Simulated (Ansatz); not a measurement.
Z-matrix (Å, degrees):
```
C
C 1 1.528
H 1 1.093 2 111.4
H 1 1.094 2 110.4 3 119.7
H 1 1.093 2 111.0 3 -120.4
C 2 1.499 1 109.9 3 -54.3
C 2 1.519 1 111.0 3 178.7
H 2 1.100 1 107.0 3 61.3
C 6 1.327 2 127.2 1 -122.7
H 6 1.091 2 114.8 1 56.3
H 7 1.094 2 111.0 1 62.0
H 7 1.092 2 111.7 1 -177.4
H 7 1.092 2 110.4 1 -57.3
C 9 1.497 6 125.0 2 179.0
H 9 1.090 6 119.7 2 -0.9
C 14 1.526 9 110.6 6 -117.5
C 14 1.526 9 110.7 6 119.4
H 14 1.097 9 108.0 6 0.9
H 16 1.093 14 111.0 9 179.8
H 16 1.092 14 111.2 9 59.1
H 16 1.094 14 110.7 9 -60.7
H 17 1.094 14 110.6 9 60.7
H 17 1.092 14 111.2 9 -59.1
H 17 1.093 14 111.0 9 -179.8
```

Charge 0, multiplicity 1.

(1) List the PBE/def2-TZVPP orbital energies in eV (Ansatz). (Best estimate.)

Results:

(1) Computed: Occupied: -269.06, -269.00, -268.61, -268.57, -268.54, -268.49, -268.49, -268.48, -20.41, -19.72, -17.75, -16.80, -16.73, -15.18, -13.81, -13.04, -11.46, -11.23, -10.82, -10.45, -9.92, -9.74, -9.17, -9.15, -8.96, -8.61, -8.22, -8.11, -7.92, -7.70, -7.43, -5.84. Lowest empty: -0.38, 0.50, 0.80, 1.02, 1.60, 1.82, 1.99, 2.09.
